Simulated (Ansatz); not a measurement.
Stepwise reaction of `[OH][Al]([OH])[OH]` with hydrogen fluoride, as a gas-phase model of exchange steps in deposition or etching. ΔE in kJ/mol.

Calculated with Ansatz (gas phase, PBE0-D4/def2-TZVP geometries, no zero-point term in ΔE). CCSD(T)/CBS is the MP2 limit (def2-TZVPP, def2-QZVPP) plus CCSD(T) − MP2 in def2-TZVPP, frozen cores. This one scheme is used for every species. Functionals use def2-TZVPP. B3LYP here is the variant with VWN-RPA as its local correlation; programs differ in this. Each species was taken in one conformer, which may not be the lowest.

```json
{"step": "1", "reaction": "`[OH][Al]([OH])[OH]` + H–F → `[OH][Al]([OH])[F]` + H₂O", "PBE-D4": "-45.2", "B3LYP-D4": "-46.4", "ωB97M-V": "-45.9", "CCSD(T)/CBS": "-45.9"}
{"step": "2", "reaction": "`[OH][Al]([OH])[F]` + H–F → `[OH][Al]([F])[F]` + H₂O", "PBE-D4": "-43.0", "B3LYP-D4": "-44.7", "ωB97M-V": "-44.4", "CCSD(T)/CBS": "-46.0"}
```

**Question.** Give the row of step 3, `[OH][Al]([F])[F]` + H–F → `[F][Al]([F])[F]` + H₂O. (An estimate is asked.)

**Answer.** The calculation gave: 
```tsv
step	reaction	PBE-D4	B3LYP-D4	ωB97M-V	CCSD(T)/CBS
3	`[OH][Al]([F])[F]` + H–F → `[F][Al]([F])[F]` + H₂O	-38.8	-40.1	-40.1	-42.1
```

**Question.** By hand: ΔE of the 3 steps together at CCSD(T)/CBS.

**Answer.** (-45.9) + (-46.0) + (-42.1) = -134.0 kJ/mol, or -44.7 kJ/mol a step.

In ΔE the steps differ by no more than 3.9 kJ/mol. All are downhill at CCSD(T)/CBS. PBE-D4 differs from CCSD(T)/CBS by 0.7 to 3.3 kJ/mol a step. Isolated molecules leave out the surface, adducts and barriers. Largest T1 diagnostic: 0.013.
